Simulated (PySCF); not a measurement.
**Te (tellurium, neutral) across methods**

[Kr] 4d10 5s1 5p4 6s1, high-spin 5P determinant (an excited configuration). Calculation: PySCF 2.14, in aug-cc-pVQZ-PP with one added diffuse shell each of s, p, d, f, g type with ECP28MDF (8s8p6d4f3g, 117 functions); a scalar-relativistic core potential.

```tsv
method	E (hartree)	mean ε 5p α (eV)	mean ε 5p β (eV)	mean ε 6s α (eV)	Σ⟨r²⟩ (bohr²)	⟨S²⟩
UHF	-266.50077	-15.181	-10.386	-3.273	98.27	6.014
r2SCAN	-267.5462	-11.074	-8.570	-2.147	92.04	6.009
LDA	-267.0309	-10.494	-8.543	-2.238	89.13	6.002
PBE0	-267.4517	-11.790	-9.205	-2.492	91.78	6.005
```

Estimate the same row for PBE.

E (hartree) = -267.4306; mean ε 5p α (eV) = -10.458; mean ε 5p β (eV) = -8.417; mean ε 6s α (eV) = -2.123; Σ⟨r²⟩ (bohr²) = 90.94; ⟨S²⟩ = 6.004.

Energies and moments cover only the electrons outside the core potential. The outer electron is Rydberg-like, and this basis confines it to a smaller radius and binds it less than a complete one would.
